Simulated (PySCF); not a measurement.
PySCF input file for Al(Cl)(Me)(Et) (C3H8AlCl), SMILES C[CH2][Al]([CH3])[Cl], B3LYP-D3(BJ)/def2-SVP. The structure is a stationary point at B3LYP-D3(BJ)/def2-SVP. The structure was generated by enumeration; whether it is a known compound was not checked. Other conformers were not sampled.

```python
import numpy as np
from pyscf import gto, scf, dft, df
from pyscf.hessian import thermo

mol = gto.M(
    atom='''
    Al   -0.42112994   -0.38393729    0.00000000
    Cl    1.67684423   -0.74194599    0.00000000
    C    -1.59124245   -1.94476899   -0.00000000
    H    -1.39955632   -2.57799429    0.88372693
    H    -1.39955632   -2.57799429   -0.88372694
    H    -2.66034035   -1.67664555   -0.00000000
    C    -1.01647451    1.48170793    0.00000000
    C     0.06398719    2.57260411   -0.00000000
    H    -1.68882377    1.60100190    0.87269371
    H    -1.68882377    1.60100190   -0.87269371
    H     0.71892602    2.49539440   -0.88276972
    H     0.71892602    2.49539440    0.88276972
    H    -0.37003556    3.58684984   -0.00000000
    ''',
    basis='def2-SVP',
    charge=0,
    spin=0,
    max_memory=1600,
    verbose=3,
)
mf = dft.RKS(mol, xc='b3lyp').density_fit(auxbasis='def2-universal-jkfit')
mf.disp = 'd3bj'
mf.grids.level = 3
mf.conv_tol = 1e-11
mf.max_cycle = 100
mf.kernel()

# analytic Hessian; the response equations are solved on a coarser grid
h, args, fine = mf.Hessian(), (mf.mo_energy, mf.mo_coeff, mf.mo_occ), mf.grids
h.max_memory = max(150, 2.5e-5 * df.make_auxmol(mol, mf.with_df.auxbasis).nao * mol.nelec[0] * (mol.nelec[0] + mol.nao))  # MB; small integral blocks
h1ao = h.make_h1(mf.mo_coeff, mf.mo_occ)
mf.grids = dft.Grids(mol).set(level=1).build(with_non0tab=True)
mo1, mo_e1 = h.solve_mo1(*args, h1ao)
mf.grids = fine
hess = h.hess_elec(*args, mo1, mo_e1, h1ao) + h.hess_nuc()
if mf.do_disp():
    hess += h.get_dispersion()
for i in range(mol.natm):  # the analytic DFT Hessian lacks the response of the grid: restore translational invariance
    hess[i, i] -= hess[i].sum(axis=0)
hess = (hess + hess.transpose(1, 0, 3, 2)) / 2
vib = thermo.harmonic_analysis(mol, hess, imaginary_freq=False)
thermo.dump_normal_mode(mol, vib)
th = thermo.thermo(mf, vib['freq_au'][vib['freq_au'] > 0], 298.15, 101325)
thermo.dump_thermo(mol, th)
g0 = mf.nuc_grad_method().set(verbose=0).kernel()

# dipole derivatives [dipole axis, atom, xyz] from the same response
r, irp = mol.intor('int1e_r'), mol.intor('int1e_irp').reshape(3, 3, mol.nao, mol.nao)
sl, dm0, ok = mol.aoslice_by_atom(), np.array(mf.make_rdm1()), []
dmu = np.einsum('a,xt->xat', mol.atom_charges(), np.eye(3))
for a, (_, _, p0, p1) in enumerate(sl):
    dmu[:, a] += 2 * np.einsum('xtij,ij->xt', irp[:, :, :, p0:p1], dm0.reshape(-1, mol.nao, mol.nao).sum(0)[:, p0:p1])
    for u, c, occ, f in [(mo1, mf.mo_coeff, mf.mo_occ, 4)]:
        dmu[:, a] -= f * np.einsum('tui,xuv,vi->xt', u[a], r, c[:, occ > 0], optimize=True)
L = vib['norm_mode']
ir = 974.8801 * (np.einsum('xat,kat->kx', dmu, L) ** 2).sum(1)       # km/mol
apt = np.einsum('xax->a', dmu) / 3

# polarisability derivatives from nuclear gradients in small electric fields
h0, F = mf.get_hcore(), 0.005
def in_field(f, guess):
    m = mf.copy()
    m.verbose, m.conv_tol, m.conv_tol_grad = 0, 1e-11, 2e-7
    m.get_hcore = lambda *a: h0 + np.einsum('x,xij->ij', f, r)
    m.kernel(guess)
    ok.append(m.converged)
    dm = np.array(m.make_rdm1())
    g = m.nuc_grad_method().kernel() - np.outer(mol.atom_charges(), f)
    for a, (_, _, p0, p1) in enumerate(sl):
        g[a] -= 2 * np.einsum('x,xtij,ij->t', f, irp[:, :, :, p0:p1], dm[:, p0:p1])
    return g, -np.einsum('xij,ij->x', r, dm), dm
E = np.eye(3) * F
g0, _, dm0 = in_field(np.zeros(3), dm0)
gp = [in_field(e, dm0) for e in E]
gm = [in_field(-e, 2 * dm0 - p[2]) for e, p in zip(E, gp)]
alpha = np.array([(p[1] - q[1]) / (2 * F) for p, q in zip(gp, gm)])  # bohr^3
check = abs(np.array([-(p[0] - q[0]) / (2 * F) for p, q in zip(gp, gm)]) - dmu).max()
print('static polarisability / bohr^3:', alpha.round(3))
print('largest difference of analytic and finite-field dipole derivatives / e:', check)
da = np.zeros((3, 3, mol.natm, 3))
for x in range(3):
    da[x, x] = -(gp[x][0] + gm[x][0] - 2 * g0) / F**2
for x, y in ((0, 1), (0, 2), (1, 2)):
    up, down = in_field(E[x] + E[y], gp[x][2] + gp[y][2] - dm0), in_field(-E[x] - E[y], gm[x][2] + gm[y][2] - dm0)
    both = -(up[0] + down[0] - 2 * g0) / F**2
    da[x, y] = da[y, x] = (both - da[x, x] - da[y, y]) / 2
aq = np.einsum('xyat,kat->kxy', da, L) * 0.529177210903**2           # A^2/amu^1/2
a = np.einsum('kxx->k', aq) / 3
g2 = 1.5 * (aq**2).sum((1, 2)) - 4.5 * a**2
raman, depol = 45 * a**2 + 7 * g2, 3 * g2 / (45 * a**2 + 4 * g2 + 1e-12)
print('mode   freq/cm-1   IR/(km/mol)   Raman/(A^4/amu)   depolarisation')
for k, w in enumerate(vib['freq_wavenumber']):
    print(f'{k + 1:4d} {w:11.2f} {ir[k]:13.3f} {raman[k]:17.3f} {depol[k]:16.3f}')
print('max |gradient| / (hartree/bohr):', abs(g0).max())
print('APT charges:', apt.round(4))
```

Program output:

```
converged SCF energy = -821.596489215225

WARN: DFTD3 does not support analytical Hessian, using finite difference


WARN: Mole.unit (angstrom) is changed to Bohr

Mode                                 0                   1                   2
Irrep
Freq [cm^-1]                       18.7712             35.0396             98.5544
Reduced mass [au]                   1.4379              1.1587              4.1164
Force const [Dyne/A]                0.0003              0.0008              0.0236
Char temp [K]                      27.0076             50.4142            141.7978
Normal mode                   x     y     z       x     y     z       x     y     z
       0  Al                 0.00 -0.00  0.01    0.00 -0.00  0.01    0.05  0.02  0.00
       1  Cl                 0.00  0.00  0.03    0.00  0.00 -0.01    0.03 -0.09 -0.00
       2   C                -0.00  0.00 -0.07   -0.00  0.00  0.04   -0.02  0.07 -0.00
       3   H                 0.19 -0.22 -0.27    0.32 -0.25 -0.21   -0.06  0.06 -0.00
       4   H                -0.19  0.22 -0.27   -0.32  0.25 -0.21   -0.06  0.06  0.00
       5   H                -0.00 -0.00  0.21   -0.00  0.00  0.48   -0.00  0.13 -0.00
       6   C                -0.00  0.00  0.09    0.00 -0.00 -0.08   -0.01 -0.00  0.00
       7   C                 0.00 -0.00 -0.10   -0.00 -0.00  0.05   -0.13  0.11 -0.00
       8   H                 0.16  0.00  0.21   -0.13  0.01 -0.19   -0.03 -0.07 -0.00
       9   H                -0.16 -0.00  0.21    0.13 -0.01 -0.19   -0.03 -0.07  0.00
      10   H                -0.17  0.02 -0.24    0.15 -0.03  0.17   -0.12  0.18 -0.00
      11   H                 0.17 -0.02 -0.24   -0.15  0.03  0.17   -0.12  0.18  0.00
      12   H                 0.00  0.00 -0.00   -0.00 -0.00 -0.06   -0.24  0.06 -0.00
Mode                                 3                   4                   5
Irrep
Freq [cm^-1]                      141.3564            156.7038            234.9938
[...]
       1  Cl                -0.00  0.00  0.00   -0.00 -0.00 -0.00    0.00 -0.00  0.00
       2   C                -0.00 -0.00  0.00   -0.00  0.00  0.00    0.03 -0.02 -0.00
       3   H                -0.00 -0.01 -0.00    0.01 -0.01 -0.01   -0.16  0.20  0.19
       4   H                 0.00  0.01 -0.00    0.01 -0.01  0.01   -0.16  0.20 -0.19
       5   H                 0.00  0.00 -0.01   -0.00  0.01 -0.00   -0.02 -0.18  0.00
       6   C                -0.00  0.00 -0.08    0.03  0.00  0.00    0.06  0.02  0.00
       7   C                 0.00 -0.00  0.11    0.08  0.07  0.00   -0.02 -0.04  0.00
       8   H                 0.26  0.43  0.05   -0.20  0.01 -0.16   -0.42 -0.01 -0.34
       9   H                -0.26 -0.43  0.05   -0.20  0.01  0.16   -0.42 -0.01  0.34
      10   H                -0.26 -0.16 -0.07   -0.25 -0.37 -0.19    0.09  0.15  0.06
      11   H                 0.26  0.16 -0.07   -0.25 -0.37  0.19    0.09  0.15 -0.06
      12   H                -0.00 -0.00 -0.22   -0.44 -0.17 -0.00    0.11  0.02  0.00
Mode                                21                  22                  23
Irrep
Freq [cm^-1]                     1425.5758           1426.6790           1470.8776
Reduced mass [au]                   1.0688              1.0544              1.0428
Force const [Dyne/A]                1.2798              1.2645              1.3293
Char temp [K]                    2051.0862           2052.6735           2116.2654
Normal mode                   x     y     z       x     y     z       x     y     z
       0  Al                 0.00 -0.00 -0.00    0.00 -0.00  0.00    0.00 -0.00 -0.00
       1  Cl                 0.00  0.00  0.00    0.00  0.00 -0.00   -0.00 -0.00  0.00
       2   C                 0.04 -0.03 -0.00    0.00 -0.00  0.06    0.00  0.00  0.00
       3   H                -0.27  0.35  0.33    0.46 -0.00 -0.05   -0.00  0.01  0.00
       4   H                -0.27  0.35 -0.33   -0.46  0.00 -0.05   -0.00  0.01 -0.00
       5   H                -0.04 -0.31  0.00   -0.00 -0.00 -0.72   -0.00 -0.01 -0.00
       6   C                -0.04 -0.01  0.00   -0.00 -0.00 -0.00   -0.01  0.02 -0.00
       7   C                 0.01  0.03 -0.00    0.00  0.00 -0.00   -0.03  0.04 -0.00
       8   H                 0.24  0.02  0.20    0.00 -0.01  0.00   -0.00 -0.03  0.01
       9   H                 0.24  0.02 -0.20   -0.00  0.01  0.00   -0.00 -0.03 -0.01
      10   H                -0.07 -0.09 -0.05    0.00  0.00 -0.00    0.45 -0.22  0.37
      11   H                -0.07 -0.09  0.05   -0.00 -0.00 -0.00    0.45 -0.22 -0.37
      12   H                -0.07 -0.01 -0.00   -0.00 -0.00 -0.00   -0.39 -0.14  0.00
Mode                                24                  25                  26
Irrep
Freq [cm^-1]                     1480.9031           2990.5896           3016.7574
Reduced mass [au]                   1.0355              1.0608              1.0359
Force const [Dyne/A]                1.3380              5.5899              5.5544
Char temp [K]                    2130.6899           4302.7925           4340.4423
Normal mode                   x     y     z       x     y     z       x     y     z
       0  Al                -0.00 -0.00  0.00    0.00  0.00 -0.00   -0.00 -0.00  0.00
       1  Cl                 0.00 -0.00 -0.00   -0.00 -0.00  0.00    0.00  0.00  0.00
       2   C                 0.00  0.00 -0.00   -0.00 -0.00 -0.00    0.02  0.04  0.00
       3   H                 0.00  0.00  0.00   -0.00  0.01 -0.01    0.11 -0.32  0.47
       4   H                -0.00 -0.00  0.00   -0.00  0.01  0.01    0.11 -0.32 -0.47
       5   H                -0.00  0.00  0.00    0.02 -0.01 -0.00   -0.50  0.14  0.00
       6   C                -0.00  0.00  0.02    0.07 -0.01 -0.00    0.00 -0.00  0.00
       7   C                -0.00  0.00  0.05   -0.00  0.01  0.00    0.00  0.00 -0.00
       8   H                -0.04 -0.05 -0.00   -0.40  0.07  0.55   -0.01  0.00  0.01
       9   H                 0.04  0.05 -0.00   -0.40  0.07 -0.55   -0.01  0.00 -0.01
      10   H                -0.03  0.49 -0.04   -0.00  0.00  0.00   -0.02  0.00  0.03
      11   H                 0.03 -0.49 -0.04   -0.00  0.00 -0.00   -0.02  0.00 -0.03
      12   H                -0.00 -0.00 -0.68    0.04 -0.08  0.00    0.02 -0.05 -0.00
Mode                                27                  28                  29
Irrep
Freq [cm^-1]                     3020.2196           3025.2670           3091.7098
Reduced mass [au]                   1.0379              1.0981              1.1027
Force const [Dyne/A]                5.5780              5.9214              6.2101
Char temp [K]                    4345.4236           4352.6856           4448.2820
Normal mode                   x     y     z       x     y     z       x     y     z
       0  Al                 0.00 -0.00 -0.00    0.00  0.00  0.00    0.00  0.00  0.00
       1  Cl                -0.00  0.00 -0.00    0.00 -0.00  0.00   -0.00 -0.00  0.00
       2   C                -0.00 -0.00 -0.00   -0.00 -0.00 -0.00   -0.00  0.00  0.00
       3   H                -0.01  0.03 -0.04   -0.00  0.00 -0.00    0.00 -0.00  0.00
       4   H                -0.01  0.03  0.04    0.00 -0.00 -0.00    0.00 -0.00 -0.00
       5   H                 0.04 -0.01 -0.00    0.00 -0.00  0.00    0.00 -0.00  0.00
       6   C                -0.01  0.00 -0.00    0.00 -0.00  0.09    0.00 -0.00 -0.00
       7   C                 0.02  0.04 -0.00   -0.00 -0.00 -0.01    0.07 -0.06 -0.00
       8   H                 0.03 -0.00 -0.04    0.41 -0.08 -0.52   -0.03  0.01  0.03
       9   H                 0.03 -0.00  0.04   -0.41  0.08 -0.52   -0.03  0.01 -0.03
      10   H                -0.29  0.05  0.40   -0.05  0.01  0.06   -0.27  0.03  0.39
      11   H                -0.29  0.05 -0.40    0.05 -0.01  0.06   -0.27  0.03 -0.39
      12   H                 0.28 -0.61 -0.00   -0.00  0.00 -0.00   -0.27  0.61 -0.00
Mode                                30                  31                  32
Irrep
Freq [cm^-1]                     3098.1438           3105.3425           3114.3358
Reduced mass [au]                   1.0989              1.1029              1.1019
Force const [Dyne/A]                6.2144              6.2664              6.2970
Char temp [K]                    4457.5392           4467.8965           4480.8358
Normal mode                   x     y     z       x     y     z       x     y     z
       0  Al                -0.00  0.00  0.00   -0.00 -0.00  0.00   -0.00  0.00 -0.00
       1  Cl                 0.00  0.00 -0.00    0.00 -0.00 -0.00    0.00 -0.00  0.00
       2   C                -0.00  0.00  0.09    0.00 -0.00  0.00   -0.07  0.05 -0.00
       3   H                -0.12  0.39 -0.53   -0.00  0.00 -0.00    0.05 -0.20  0.29
       4   H                 0.12 -0.39 -0.53    0.00 -0.00 -0.00    0.05 -0.20 -0.29
       5   H                 0.00 -0.00  0.02   -0.00 -0.00  0.00    0.78 -0.19 -0.00
       6   C                -0.00  0.00 -0.00    0.00  0.00  0.01   -0.00 -0.00  0.00
       7   C                -0.00  0.00 -0.00    0.00 -0.00  0.09   -0.00  0.00  0.00
       8   H                -0.00  0.00  0.00    0.05 -0.01 -0.06    0.00 -0.00 -0.00
       9   H                 0.00 -0.00  0.00   -0.05  0.01 -0.06    0.00 -0.00  0.00
      10   H                -0.00  0.00  0.00    0.40 -0.06 -0.53    0.00 -0.00 -0.00
      11   H                 0.00 -0.00  0.00   -0.40  0.06 -0.53    0.00 -0.00  0.00
      12   H                 0.00 -0.00 -0.00   -0.00  0.00  0.02    0.00 -0.00  0.00
temperature 298.1500 [K]
pressure 101325.00 [Pa]
Rotational constants [GHz] 3.01543 2.22091 1.30998
Symmetry number 1
Zero-point energy (ZPE) 0.10089 [Eh]   264880.228 [J/mol]
                           tot       elec      trans        rot        vib
Entropy [J/mol/K]       400.296      0.000    166.969    117.134    116.193
Cv [J/mol/K]            115.889      0.000     12.472     12.472     90.945
Cp [J/mol/K]            124.203      0.000     20.786     12.472     90.945
Internal energy [J/mol]                      3718.434   3718.434 280446.534
Internal energy [Eh]   -821.48684  -821.59649
Enthalpy [J/mol]                             6197.391   3718.434 280446.534
Enthalpy [Eh]          -821.48590
Gibbs free energy [J/mol]                  -43584.363 -31205.080 245803.482
Gibbs free energy [Eh] -821.53135
static polarisability / bohr^3: [[68.49   1.615  0.   ]
 [ 1.618 72.226  0.   ]
 [ 0.    -0.    50.727]]
largest difference of analytic and finite-field dipole derivatives / e: 0.000863161826438974
mode   freq/cm-1   IR/(km/mol)   Raman/(A^4/amu)   depolarisation
   1       18.77         0.018             0.100            0.750
   2       35.04         0.007             0.030            0.750
   3       98.55         1.872             1.030            0.743
   4      141.36         5.130             0.021            0.750
   5      156.70         5.566             2.374            0.729
   6      234.99         5.116             0.109            0.750
   7      298.13        10.419             3.492            0.448
   8      441.16        17.125            20.109            0.084
   9      539.25         1.753             1.245            0.750
  10      588.03        36.180             6.974            0.292
  11      657.61        64.396             0.344            0.750
  12      678.97        79.775             4.074            0.324
  13      717.43       142.989             0.582            0.120
  14      921.05         2.578             0.046            0.750
  15      957.07         5.023             3.858            0.439
  16     1034.99        23.226             4.449            0.634
  17     1217.31        14.034             5.301            0.065
  18     1222.10        10.811             2.985            0.306
  19     1238.98         1.524             1.964            0.750
  20     1400.34         5.172             6.027            0.734
  21     1420.27         3.386            12.541            0.745
  22     1425.58         0.049            10.693            0.738
  23     1426.68         1.652             9.497            0.750
  24     1470.88         3.915            13.136            0.735
  25     1480.90         5.629            19.376            0.750
  26     2990.59        17.912            97.478            0.176
  27     3016.76         5.426           124.064            0.001
  28     3020.22        40.680           194.778            0.031
  29     3025.27        11.636           103.981            0.750
  30     3091.71        27.789           106.287            0.723
  31     3098.14         4.350           101.146            0.750
  32     3105.34        24.263            44.406            0.750
  33     3114.34         8.408            98.062            0.749
max |gradient| / (hartree/bohr): 1.9787803997910463e-05
APT charges: [ 1.3545 -0.5933 -0.4314  0.012   0.012   0.0096 -0.3192  0.1091 -0.0284
 -0.0284 -0.018  -0.018  -0.0604]
```

Self-consistency was reached.
